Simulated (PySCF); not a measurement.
FeO4, SMILES [O]=[Fe](=[O])(=[O])=[O], multiplicity 1. Coordinates come from a PBE-D3(BJ)/def2-SVP optimisation. The spin state was assumed, not searched.

Computed with PBE-D3(BJ)/def2-SVP run with PySCF.

Harmonic wavenumbers (cm⁻¹): 370, 370, 417, 417, 417, 880, 958, 958, 958. Rotational constants (GHz): 4.697, 4.697, 4.697; symmetry number 12.

### Question
Work out the zero-point energy and the ideal-gas rigid-rotor harmonic-oscillator thermochemistry at 298.15 K and 1 atm.

### Answer
ZPE = ½ Σ hcν = ½ × 5747 cm⁻¹ = 34.38 kJ/mol. H − E(el) = 48.87 kJ/mol. Entropy in J/(mol K): translation 168.44, rotation 86.21, vibration 22.36, total 277.01. G − E(el) = -33.72 kJ/mol. Cp = 71.62 J/(mol K).
